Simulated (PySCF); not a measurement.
## Diatomics of Si with the fifth-period p block

CCSD(T) with double-zeta basis sets in PySCF, for the lowest determinant that a PBE0 search found; no spin–orbit coupling. De refers to high-spin ground-configuration atoms.

| M | basis | reference, frozen orbitals | state (unpaired electrons) | Re (Å) | ωe (cm⁻¹) | De (eV) |
| --- | --- | --- | --- | --- | --- | --- |
| In | def2-SVPD | UHF, 9 | quartet (σ ↑, π ↑↑) | 2.653 | 256 | 2.05 |
| Sn | x2c-SVPall | UHF, 23 | triplet (π ↑↑) | 2.537 | 344 | 2.25 |
| Te | x2c-SVPall | RHF, 23 | singlet (closed shell) | 2.298 | 479 | 4.28 |
| I | x2c-SVPall | UHF, 23 | doublet (π ↑) | 2.474 | 357 | 2.83 |

(1) By what factor does the well depth vary along the series?

The rows differ in basis set, which adds steps of its own.

The state changes along the series, so neighbouring rows are not always alike in their bonding.

Correlated steps freeze the inner cores (9 to 23 orbitals); shallow outer-core shells are correlated. Correlated levels converge slowly with the basis: in double zeta they bind strong bonds too weakly, by up to about 1 eV, and carry superposition errors of some tenths. Spin–orbit coupling is left out, which matters for elements this heavy, above all for dissociation energies. Where the molecule has an RHF reference, its open-shell atoms are computed with UHF. The CCSD T1 diagnostic is raised in SiTe, a sign that a single reference may not be enough there. States were picked by a PBE0 search and need not be the measured ground states.

Results:

(1) At CCSD(T) it runs from 2.05 eV (InSi) to 4.28 eV (SiTe), a factor of 2.09.
